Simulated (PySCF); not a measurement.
**Correlation energy of Cd³⁷⁺ (cadmium, charge +37)**

[Ne] 3s1, 2S determinant. Calculation: PySCF 2.14, in an even-tempered Gaussian basis (18 s from 6.2 bohr⁻², ratio 2.5; 12 p from 8.1 bohr⁻², ratio 2.5; 4 d from 30 bohr⁻², ratio 2.7; 4 f from 45 bohr⁻², ratio 2.7); scalar relativity by spin-free X2C-1e. Frozen: 1s2; 9 electrons correlated; the 22 highest virtual orbitals of each spin left out.

```json
{"level": "CCSD", "correlation energy (mhartree)": "-331.38"}
{"level": "(T)", "correlation energy (mhartree)": "-0.12"}
{"level": "CCSD(T)", "correlation energy (mhartree)": "-331.50"}
```

Diagnostics: T1 = 9.3e-05, D1 = 0.0004, largest double amplitude 0.003.

Cost of the coupled-cluster step: about 10 core-seconds, for 9 correlated electrons.

At this charge the one-electron X2C treatment keeps the bare 1/r₁₂, with no two-electron picture change or Breit term. The effect here is smaller than on the frozen 1s shell; and a scalar Hamiltonian misses the large spin-orbit splitting of the p shells, which matters for ns² → np² pairs.
